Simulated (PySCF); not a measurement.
Input of a response calculation (the driver script's job line, then coordinates in Å):

```
{"job": {"kind": "uv", "xc": "CAM-B3LYP", "basis": "def2-SVPD", "nstates": 8, "ntriplets": 3}, "charge": 0, "multiplicity": 1}
C     -2.470205    -0.813965     0.130471
C     -1.514466     0.371744     0.063842
C     -0.105343    -0.020076    -0.387808
C      0.766493     1.213051    -0.648842
N      2.139500     0.776445    -0.531931
Si     2.295877    -0.514630     0.596069
N      0.597662    -0.770697     0.632992
H     -2.527801    -1.313251    -0.834789
H     -3.468321    -0.477715     0.402531
H     -2.141233    -1.535595     0.874681
H     -1.443730     0.839335     1.047613
H     -1.906292     1.110948    -0.638580
H     -0.181725    -0.603715    -1.319523
H      0.520128     1.991410     0.087744
H      0.579816     1.618293    -1.648841
H      2.809496     1.521824    -0.618579
H      3.150788    -1.524084    -0.034515
H      2.719711    -0.206843     1.966435
H      0.169840    -1.653228     0.853569
```

Computed with TDDFT CAM-B3LYP/def2-SVPD, vertical, gas phase, core orbitals frozen in the response (PySCF 2.14.0, density-fitted response routines). Job line and output are in the format of a driver script around the code.

Question: Give the output.

Answer: 
```
coarse grid: 15536 points
cycle   1  E = -558.1268294725  dE =  9.650e-01  |g| = 5.110e-01  |ddm| = 6.828e+00
cycle   2  E = -558.1227334732  dE =  4.096e-03  |g| = 5.565e-01  |ddm| = 2.081e+00
cycle   3  E = -558.1892465030  dE = -6.651e-02  |g| = 5.253e-02  |ddm| = 9.580e-01
cycle   4  E = -558.1898003229  dE = -5.538e-04  |g| = 2.327e-02  |ddm| = 1.319e-01
cycle   5  E = -558.1899333617  dE = -1.330e-04  |g| = 4.652e-03  |ddm| = 5.662e-02
cycle   6  E = -558.1899388962  dE = -5.535e-06  |g| = 7.785e-04  |ddm| = 1.788e-02
final grid: 143208 points
cycle   7  E = -558.2720741783  dE = -3.941e-05  |g| = 3.822e-03  |ddm| = 1.052e-01
cycle   8  E = -558.2720744442  dE = -2.659e-07  |g| = 3.853e-03  |ddm| = 1.697e-02
cycle   9  E = -558.2720779547  dE = -3.510e-06  |g| = 3.640e-04  |ddm| = 6.130e-03
cycle  10  E = -558.2720779769  dE = -2.226e-08  |g| = 2.096e-04  |ddm| = 1.145e-03
cycle  11  E = -558.2720779870  dE = -1.010e-08  |g| = 2.299e-05  |ddm| = 4.103e-04
cycle  12  E = -558.2720779872  dE = -1.601e-10  |g| = 7.922e-06  |ddm| = 1.030e-04
converged SCF energy = -558.2720779872

Static polarisability (au): isotropic 86.042, principal 75.440 83.230 99.456

Singlet excitations
state   eV       nm        f      main configurations
  1   5.9263    209.2   0.00818   H-1->L+1 0.38, H->L+1 0.34, H-1->L 0.23
  2   5.9710    207.6   0.01201   H->L 0.51, H-1->L 0.26, H->L+1 0.15
  3   6.2967    196.9   0.00216   H->L 0.31, H->L+1 0.23, H-1->L 0.17
  4   6.4968    190.8   0.00927   H-1->L+1 0.45, H->L+1 0.17, H-1->L 0.13
  5   7.1975    172.3   0.00138   H->L+3 0.33, H->L+2 0.24, H-1->L+2 0.10
  6   7.2632    170.7   0.00351   H->L+4 0.37, H->L+6 0.34
  7   7.3463    168.8   0.00379   H-1->L+4 0.39, H-1->L+3 0.21
  8   7.4105    167.3   0.01603   H->L+3 0.39, H->L+2 0.20, H-1->L+3 0.11

Triplet excitations (Tamm-Dancoff, eV): 5.6342 5.7104 6.1353
```

Isolated species at its GFN2-xTB geometry (one conformer only).

The SCF starts on a coarse grid; the energy jumps when the final grid takes over, and dE counts afresh there. H and L stand for HOMO and LUMO.
